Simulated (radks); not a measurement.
Gd, configuration [Kr] 4d10 4f7 5s2 5p5 5d1 6s2 6p1 (not the ground configuration). Calculated with a radial shooting solver on a logarithmic mesh with Libxc functionals: scalar-relativistic Kohn-Sham, PBE, spin-polarised, spherical densities, finite nucleus; open shells are filled with parallel spins first (spin-orbit coupling, left out, can overturn this in heavy ions); Fermi nuclear charge, rms radius 5.1569 fm. Some entries of the table are withheld. Estimate them.

orbital,occ.,eigenvalue (eV),<r> (bohr)
1s up,1,-50100.62,0.02191
1s down,1,-50100.54,0.02191
2s up,1,-8276.810,0.09329
2s down,1,-8276.685,0.09328
2p up,3,-7366.737,0.08237
2p down,3,-7366.609,0.08237
3s up,1,-1839.870,0.2445
3s down,1,-1837.157,0.2443
3p up,3,-1557.853,0.2431
3p down,3,-1555.142,0.2428
3d up,5,-1185.117,0.2213
3d down,5,-1183.011,0.2210
4s up,1,-377.3209,0.5530
4s down,1,-370.9764,0.5530
4p up,3,-284.3640,0.5854
4p down,3,-278.0620,0.5854
4d up,5,-155.7265,0.6361
4d down,5,-149.4442,0.6365
5s up,1,-56.7054,1.314
5s down,1,-52.1672,1.332
5p up,3,-33.5156,1.518
5p down,2,-29.6872,1.553
4f up,7,-16.4944,0.8400
4f down,0,-10.5322,0.8715
5d up,1,-6.4147,(1)
6s up,1,-6.1742,3.591
6s down,1,-4.9976,3.745
5d down,0,-4.2389,(2)
6p up,1,-2.5654,4.756
6p down,0,-1.7113,5.100

Answer. 
(1) 5d up <r> (bohr): 2.337
(2) 5d down <r> (bohr): 2.550
